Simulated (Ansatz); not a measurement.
## Cost against result

The pair of Cl⁻ (SMILES [Cl-], atom 1) and GeH4 (SMILES [GeH4], atoms 2–6), both closed shells, in one local arrangement (a lower one may exist), relaxed at PBE0-D4/def2-TZVPD:

```
6
angstrom
Cl -0.8523 0.1298 -2.5002
Ge 0.1379 -0.0212 0.4041
H 1.1206 0.9436 -0.2621
H -1.2895 0.5127 0.5381
H 0.6486 -0.0967 1.9032
H 0.2347 -1.4683 -0.0832
```

Interaction energies are counterpoise-corrected; the time is that of the whole pair.

Ansatz 0.2.0; basis: as named in each row; cores frozen in the correlated methods. Filled d shells of the heavier atoms are correlated. The def2 sets are not built for correlating such inner shells, so the correlated values are less sure here. B3LYP uses VWN-RPA correlation. Extrapolation: Hartree–Fock as exp(−7.88 √X), correlation as X^−2.97.

Times are rough, for one single point on 2 threads of a shared host (Arm Neoverse V2).

The estimate by CCSD(T) at an estimated basis limit (MP2 extrapolated from triple and quadruple zeta, plus CCSD(T) − MP2 in triple zeta) is -39.3 kJ/mol.

```csv
method,basis,time (s),interaction energy (kJ/mol),method less estimate
HF,STO-3G,under 1,7.3,46.6
PBE-D4,STO-3G,under 1,6.0,45.3
SPW92,def2-SVP,under 1,-58.8,-19.5
PBE-D4,def2-SVP,under 1,-50.5,-11.2
B3LYP-D4,6-31G,under 1,-29.6,9.7
PBE0-D4,def2-SVP,under 1,-50.0,-10.7
CCSD(T),def2-SVP,1,-33.8,5.5
PBE-D4,def2-TZVPPD,1,-42.1,-2.8
revPBE-D4,def2-TZVPPD,1,-42.4,-3.1
BLYP-D4,def2-TZVPPD,2,-38.1,1.2
PBE0-D4,def2-TZVPPD,2,-42.1,-2.8
B3LYP-D4,def2-TZVPPD,2,-39.0,0.3
HSE06-D4,def2-TZVPPD,2,-42.1,-2.8
wB97M-V,def2-SVP,3,-46.0,-6.7
r2SCAN-D4,def2-TZVPPD,3,-40.8,-1.5
B2PLYP,def2-TZVPPD,4,-31.9,7.4
wB97X-V,def2-TZVPPD,6,-39.1,0.2
B97M-V,def2-TZVPPD,6,-42.5,-3.2
wB97M-V,def2-TZVPPD,6,-40.4,-1.1
MP2,def2-QZVPPD,8,-38.7,0.6
CCSD(T),def2-TZVPPD,32,-34.8,4.5
```

No T1 diagnostic of these runs exceeds 0.012.
